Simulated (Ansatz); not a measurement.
Species: C$_{6}$H$_{11}$, charge 0, multiplicity 2. It need not be the lowest isomer of its formula. 
Structure (B3LYP-D3(BJ)/def2-TZVP (Ansatz, a program for electronic structure) minimum search):
SMILES: C[CH]/C=C\CC
```xyz
17

C      2.8104    -0.0403    -0.5885
C      1.3827    -0.2140    -0.1991
C      0.6158     0.7770     0.3801
C     -0.7103     0.6857     0.7704
C     -1.5803    -0.5181     0.6081
C     -2.4109    -0.4755    -0.6855
H      3.4588    -0.7527    -0.0659
H      2.9601    -0.2203    -1.6590
H      3.1673     0.9660    -0.3635
H      0.9390    -1.1851    -0.3898
H      1.1043     1.7348     0.5445
H     -1.1771     1.5745     1.1803
H     -2.2612    -0.5898     1.4615
H     -0.9779    -1.4293     0.6166
H     -3.0484     0.4103    -0.7110
H     -1.7587    -0.4409    -1.5594
H     -3.0514    -1.3563    -0.7681
```
Charge 0, spin multiplicity 2.

Property: atomisation energy (electronic, to ground-state atoms), in kcal/mol. Valence correlation only, unless marked. Open shells are spin-unrestricted. No spin-orbit coupling. Non-relativistic. The coupled-cluster limit lacks core correlation, which all-electron functionals hold. CBS marks a two-point X^-3 extrapolation of the correlation energy; Hartree-Fock from the larger set. The bracket is a focal-point correction in the basis named.

```json
[
 {"level": "SVWN5/def2-TZVPD", "program": "Ansatz", "atomisation energy (kcal/mol)": "1877.3"}
]
```

What does RI-MP2/CBS(cc-pVTZ,cc-pVQZ)+[CCSD(T)-MP2]/cc-pVTZ (Ansatz) give?

1651.1 kcal/mol
